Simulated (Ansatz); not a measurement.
A nudged elastic band was laid between two geometries of F3GeHO + H2S (9 atoms, charge 0, multiplicity 1).

The calculation used Ansatz, RKS PBE-D4/def2-SVP.

```json
{
  "movable images": "7",
  "climbing image": "yes",
  "spring": "5.0 eV/Å²",
  "optimiser": "quadratic models (default)",
  "start path": "through a guess of the saddle point",
  "force threshold": "0.05 eV/Å",
  "iteration limit": "60",
  "end points": "relaxed"
}
```

Initial state:

```xyz
9
Properties=species:S:1:pos:R:3
Ge -0.039 -0.065 0.079
F 0.101 0.324 1.771
F 1.419 0.289 -0.788
F -1.122 1.183 -0.488
O -0.945 -1.534 -0.339
H -1.770 -1.232 -0.775
S 1.651 -2.250 1.083
H 0.546 -3.044 1.027
H 1.365 -1.850 2.353
```

Final state:

```xyz
9
Properties=species:S:1:pos:R:3
Ge 0.538 -0.650 -0.378
F -0.856 -1.115 2.095
F 1.183 0.121 -1.785
F 0.450 0.632 0.881
O -1.143 -1.048 -0.730
H -1.555 -1.283 0.131
S 1.922 -2.199 0.347
H 1.107 -2.374 1.430
H -0.441 -0.262 1.930
```

Q: Which bonds break or form, and what moves?

A: Bonds broken: Ge1–F2, S7–H9. Bonds formed: Ge1–S7, F2–H9. F3GeHO + H2S becomes F2GeH2OS + FH.

Q: What energy profile does the band end with?

A: The forces met the threshold. The highest image is number 4 of 0 to 8, 0.66 eV above the first end and 0.84 eV above the last; the last end lies 0.18 eV below the first. The profile has 2 maxima (images 4, 6) with wells between them (image 5): this band takes more than one step, which may be the mechanism or a detour left from its start path. A vibrational analysis at the climbing image gives one clearly imaginary mode, 406i cm⁻¹: a first-order saddle point. The orbitals stay closed-shell, which can raise the energy where a bond breaks towards radicals; this wasn't checked here.

| image | path coordinate (Å) | energy (eV) | Ge1–F2 (Å) | S7–H9 (Å) | Ge1–S7 (Å) |
| --- | --- | --- | --- | --- | --- |
| 0 | 0.00 | 0.00 | 1.74 | 1.36 | 2.94 |
| 1 | 1.22 | 0.02 | 1.74 | 1.36 | 2.94 |
| 2 | 2.43 | 0.23 | 1.74 | 1.36 | 3.19 |
| 3 | 3.65 | 0.37 | 1.77 | 1.36 | 2.92 |
| 4 | 4.86 | 0.66 | 1.98 | 1.50 | 2.47 |
| 5 | 5.84 | -0.01 | 2.72 | 2.06 | 2.27 |
| 6 | 6.83 | 0.06 | 3.05 | 2.79 | 2.22 |
| 7 | 7.80 | -0.13 | 2.95 | 3.51 | 2.20 |
| 8 | 8.78 | -0.18 | 2.88 | 3.44 | 2.20 |

Q: What is the geometry of the highest image?

A: 
```xyz
9
Properties=species:S:1:pos:R:3
Ge 0.107 -0.373 -0.054
F -0.707 -0.668 1.725
F 1.176 -0.419 -1.442
F 0.080 1.342 0.232
O -1.263 -1.242 -0.764
H -1.913 -1.360 -0.041
S 1.805 -1.490 1.355
H 1.430 -2.710 0.872
H 0.492 -1.257 2.039
```

The band took 26 iterations and of the order of 11 core-minutes.

Time of the run: 3.1 min on 4 threads of AMD EPYC 7B13 (Zen 3), on a shared host, peak memory 0.21 GiB.
